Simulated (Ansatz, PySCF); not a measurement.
Energy difference R1 + R2 → P1 + P2, each structure at its B3LYP-D3(BJ)/def2-TZVP stationary point, reached from a drawn start (curvature not checked).
P1, O2 (SMILES O=O) (charge 0, multiplicity 3):
```tsv
atom	x (Å)	y (Å)	z (Å)
O	0.0000	0.0000	0.6022
O	0.0000	0.0000	-0.6022
```
R1, O3 (SMILES O=[O+][O-]) (charge 0, multiplicity 1):
```xyz
3

O      0.00000     1.07614    -0.21426
O      0.00000     0.00000     0.42862
O      0.00000    -1.07614    -0.21426
```
R2, BrHg (SMILES [Br][Hg]) (charge 0, multiplicity 2):
```xyz
2

Hg     0.000     0.000    -1.308
Br     0.000     0.000     1.308
```
P2, BrHgO (SMILES [O]=[Hg][Br]) (charge 0, multiplicity 2, Z-matrix in Å and degrees):
```
Hg
O 1 1.9884
Br 1 2.4090 2 180.00
```

| level | reaction energy (kcal/mol) | cost |
|---|---|---|
| HF/def2-SVP | -106.21 | - |
| HF/def2-TZVPP | -107.01 | - |
| BLYP-D4/def2-TZVPP | -28.42 | ×0.6 |
| revPBE/def2-TZVPP | -27.95 | ×1 |
| revPBE-D4/def2-TZVPP | -27.86 | ×1 |
| B3LYP/def2-TZVPP | -40.67 | ×0.8 |
| B3LYP-D3(BJ)/def2-TZVPP | -41.05 | ×0.8 |
| BHLYP-D4/def2-TZVPP | -63.77 | ×0.8 |
| CAM-B3LYP/def2-TZVPP | -48.07 | ×1 |
| wB97X-V/def2-TZVPP | -49.66 | ×2 |
| CCSD/def2-SVP | -44.76 | - |
| CCSD(T)/def2-SVP | -34.23 | ×0.3 |
| CCSD(T)/def2-QZVPP | -35.74 | ×7* |
| CCSD(T)/CBS(def2-TZVPP, def2-QZVPP) | -36.08 | ×8* |

P less R. No zero-point or thermal terms; singlets are restricted closed shells; open shells are unrestricted; no spin–orbit coupling. The spin states of the d-block species are the ones drawn and need not be the lowest.

Correlated levels freeze the cores. In cc and def2 sets filled d and f shells under p-block atoms count as core. CBS: X⁻³ extrapolation of the correlation energy, Hartree–Fock from the larger set.

Doubts at one or more of the structures used: other coupled-cluster roots may lie near (CCSD/def2-SVP, CCSD(T)/def2-SVP, CCSD(T)/CBS(def2-TZVPP, def2-QZVPP)).

Codes used: Ansatz (a first-principles code) with Gaussian orbitals; PySCF for the D3/D4 terms. No computed number here is a measurement. Elements past Kr take the def2 small-core potentials, without spin–orbit coupling.

Costs are rough ratios of core time to PBE/def2-TZVPP (about 80 s over the structures, on one shared machine); a dash marks a level with no comparable run of its own. A star marks coupled-cluster runs past 200 virtual orbitals, where the program's memory plan changes under this machine's limit, so their costs aren't comparable with smaller runs.
